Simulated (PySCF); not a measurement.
Isomers of C2H11N3Si3, mass 161.026 u with the commonest isotopes. The calculation used PBE0/pcSseg-1 in PySCF (dipole) on a GFN2-xTB geometry, gas phase. One conformer each, none proved a minimum here; rigid rotors.

**Question.** Order these by radius of gyration √(Σ m r²/M), smallest first.
A. `[CH3:1][NH:2][Si@@H:3]([C:4]#[N:5])[N:6]([SiH3:7])[SiH3:8]` with C1–N2–Si3–C4 52°, N2–Si3–N6–Si7 139°
B. `[CH:1]#[C:2][Si:3]([NH2:4])([NH2:5])[N:6]([SiH3:7])[SiH3:8]` with C2–Si3–N4–H 51° and -176°, C2–Si3–N5–H -155° and 67°, C2–Si3–N6–Si7 90°
C. `[N:1]#[C:2][CH2:3][Si@@H:4]([NH:5][SiH3:6])[SiH2:7][NH2:8]` with C2–C3–Si4–N5 -62°, C3–Si4–N5–Si6 -56°, C3–Si4–Si7–N8 119°, Si4–Si7–N8–H 50° and -172°
D. `[CH3:1][N:2]([SiH3:3])[SiH2:4][Si@@H:5]([NH2:6])[C:7]#[N:8]` with C1–N2–Si4–Si5 171°, N2–Si4–Si5–N6 -171°, Si4–Si5–N6–H 39° and -179°
E. `[CH3:1][NH:2][SiH2:3][N:4]([SiH3:5])[SiH2:6][C:7]#[N:8]` with C1–N2–Si3–N4 -178°, N2–Si3–N4–Si5 -129°, Si3–N4–Si6–C7 -115°

**Answer.** B (2.178 Å), A (2.290 Å), E (2.369 Å), D (2.393 Å), C (2.454 Å).

**Question.** Order these by rotational constant B, largest first.
A. `[CH3:1][N:2]([SiH3:3])[SiH2:4][Si@@H:5]([NH2:6])[C:7]#[N:8]` with C1–N2–Si4–Si5 171°, N2–Si4–Si5–N6 -171°, Si4–Si5–N6–H 39° and -179°
B. `[CH3:1][NH:2][SiH2:3][N:4]([SiH3:5])[SiH2:6][C:7]#[N:8]` with C1–N2–Si3–N4 -178°, N2–Si3–N4–Si5 -129°, Si3–N4–Si6–C7 -115°
C. `[N:1]#[C:2][Si@@:3]([NH2:4])([CH2:5][SiH3:6])[NH:7][SiH3:8]` with C2–Si3–N4–H 75° and -62°, C2–Si3–C5–Si6 -59°, C2–Si3–N7–Si8 -52°
D. `[N:1]#[C:2][CH2:3][Si@@H:4]([NH2:5])[Si@H:6]([NH2:7])[SiH3:8]` with C2–C3–Si4–N5 -159°, C3–Si4–N5–H 174° and -49°, C3–Si4–Si6–N7 73°, Si4–Si6–N7–H -53° and 170°
E. `[CH:1]#[C:2][Si:3]([NH2:4])([NH2:5])[N:6]([SiH3:7])[SiH3:8]` with C2–Si3–N4–H 51° and -176°, C2–Si3–N5–H -155° and 67°, C2–Si3–N6–Si7 90°

**Answer.** E (939.0 MHz), D (919.0 MHz), B (831.0 MHz), A (752.9 MHz), C (683.6 MHz).

**Question.** Order these by out-of-plane moment Σ m c² = (Ia + Ib − Ic)/2, largest first.
A. `[CH:1]#[C:2][Si:3]([NH2:4])([NH2:5])[N:6]([SiH3:7])[SiH3:8]` with C2–Si3–N4–H 51° and -176°, C2–Si3–N5–H -155° and 67°, C2–Si3–N6–Si7 90°
B. `[CH3:1][NH:2][Si@@H:3]([C:4]#[N:5])[N:6]([SiH3:7])[SiH3:8]` with C1–N2–Si3–C4 52°, N2–Si3–N6–Si7 139°
C. `[CH3:1][NH:2][SiH2:3][N:4]([SiH3:5])[SiH2:6][C:7]#[N:8]` with C1–N2–Si3–N4 -178°, N2–Si3–N4–Si5 -129°, Si3–N4–Si6–C7 -115°
D. `[CH3:1][N:2]([SiH3:3])[SiH2:4][Si@@H:5]([NH2:6])[C:7]#[N:8]` with C1–N2–Si4–Si5 171°, N2–Si4–Si5–N6 -171°, Si4–Si5–N6–H 39° and -179°
E. `[N:1]#[C:2][CH2:3][Si@@H:4]([NH2:5])[Si@H:6]([NH2:7])[SiH3:8]` with C2–C3–Si4–N5 -159°, C3–Si4–N5–H 174° and -49°, C3–Si4–Si6–N7 73°, Si4–Si6–N7–H -53° and 170°
F. `[N:1]#[C:2][Si@@:3]([NH2:4])([CH2:5][SiH3:6])[NH:7][SiH3:8]` with C2–Si3–N4–H 75° and -62°, C2–Si3–C5–Si6 -59°, C2–Si3–N7–Si8 -52°
G. `[N:1]#[C:2][CH2:3][Si@@H:4]([NH:5][SiH3:6])[SiH2:7][NH2:8]` with C2–C3–Si4–N5 -62°, C3–Si4–N5–Si6 -56°, C3–Si4–Si7–N8 119°, Si4–Si7–N8–H 50° and -172°

**Answer.** B (156.52 u·Å²), A (153.28 u·Å²), E (142.01 u·Å²), F (140.81 u·Å²), C (79.14 u·Å²), G (70.08 u·Å²), D (64.21 u·Å²).

```tsv
SMILES	point group	Ia (u·Å²)	Ib (u·Å²)	Ic (u·Å²)	κ	μa (D)	μb (D)	μc (D)
CN([SiH3])[SiH2][Si@@H](N)C#N	C1	315.21	671.27	858.06	-0.68	0.82	3.32	0.76
CN[Si@@H](C#N)N([SiH3])[SiH3]	C1	337.33	663.84	688.13	-0.93	1.00	4.00	0.54
C#C[Si](N)(N)N([SiH3])[SiH3]	–	379.05	538.21	610.70	-0.56	0.13	0.54	1.25
N#C[Si@@](N)(C[SiH3])N[SiH3]	C1	326.15	739.25	783.78	-0.91	0.04	3.69	1.60
N#CC[Si@@H](N)[Si@H](N)[SiH3]	C1	427.05	549.93	692.97	-0.16	0.17	3.90	0.07
CN[SiH2]N([SiH3])[SiH2]C#N	C1	374.46	608.14	824.32	-0.41	2.87	1.50	1.25
N#CC[Si@@H](N[SiH3])[SiH2]N	C1	377.82	661.93	899.60	-0.48	1.43	3.62	1.66
```
